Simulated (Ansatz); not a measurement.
Reaction (redistribution): `CCO[SiH2]OC` + `F[B](F)[AlH2]` → `CO[SiH2][AlH2]` + `CCOB(F)F`

Program: Ansatz. Geometries: PBE0-D4/def2-TZVP. ΔE: electronic, gas phase. CBS: MP2 limit from def2 TZ/QZ plus the TZ coupled-cluster correction, frozen cores. Functionals use def2-TZVPP. One conformer a species, not always the lowest.

CCSD(T)/CBS gives -40.1 kJ/mol.

(1) Another level gave -40.4 kJ/mol. Which?
A. BLYP/def2-TZVPP
B. B97M-V/def2-TZVPP
C. LC-ωPBE/def2-TZVPP
D. r2SCANh/def2-TZVPP

Largest T1 diagnostic among the species: 0.014.

Answers

(1) A. BLYP -40.4, r2SCANh -49.9, LC-ωPBE -44.6, B97M-V -55.2 kJ/mol.

From BLYP to BHLYP (50 % exact exchange), in def2-TZVPP and without D4, ΔE moves by −3.9 kJ/mol. At CCSD(T), def2-SVP lies −29.9 kJ/mol from the extrapolated value and def2-TZVPP −2.9 kJ/mol. Leaving LDA and LC-ωPBE aside and taking each functional with its dispersion term where it has one, the values, not all of them listed here, spread over 16.6 kJ/mol, from B97M-V to ωB97M-V. LDA lies −6.4 kJ/mol from PBE without D4.
